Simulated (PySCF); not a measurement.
SMILES c1ccc(I)cc1 (C6H5I) at its PBE0/def2-SVP optimised geometry (Å):

```
12

I      1.7490    -2.5855    -0.0001
C      0.6923    -0.7651     0.0000
C      1.3971     0.4386     0.0000
C      0.6896     1.6407     0.0000
C     -0.7043     1.6407     0.0000
C     -1.3958     0.4303     0.0000
C     -0.7025    -0.7799     0.0000
H      2.4886     0.4412     0.0000
H      1.2396     2.5851     0.0000
H     -1.2527     2.5855     0.0000
H     -2.4886     0.4211     0.0000
H     -1.2460    -1.7266    -0.0001
```

Level of theory: PBE0/def2-TZVP, def2 effective core potentials past Kr (PySCF 2.14.0). The core electrons that the potentials of I replace are not part of the density.

Map of the electrostatic potential (hartree/e), clipped to [-0.08, 0.12] on the plane z = 0.6 Å:

```
|111111111111111111111111111|
|111111111111111111111111111|
|111111122222222222221111111|
|111111222222222222222111111|
|111111223443222344322111111|
|111112234775323577432111111|
|111112235998545899532211111|
|111112224999999999422211111|
|111122224999999999422221111|
|111222234999999999532222111|
|112223459999999999954322111|
|112235999999989999999532111|
|112247999999869999999632111|
|112235899999999999997532111|
|112223447999999999843221111|
|111222234999999999532110000|
|111122224999999999953100000|
|111112235999999999996100000|
|111111235997558999999300000|
|111111224664338999999610000|
|111111122332228999999810000|
|111111112211115999999720000|
|111111111110002799999521000|
|111111111100000269996321000|
|111111111000000023443211100|
|111111110000000011222111100|
|111111100000000001111111100|
```
Scale: ten equal steps from -0.014 (start of '0') to 0.120 (end of '9'), in the order '0123456789'; x runs from -5.00 to 5.00, y from -5.00 (bottom) to 5.00 (top).
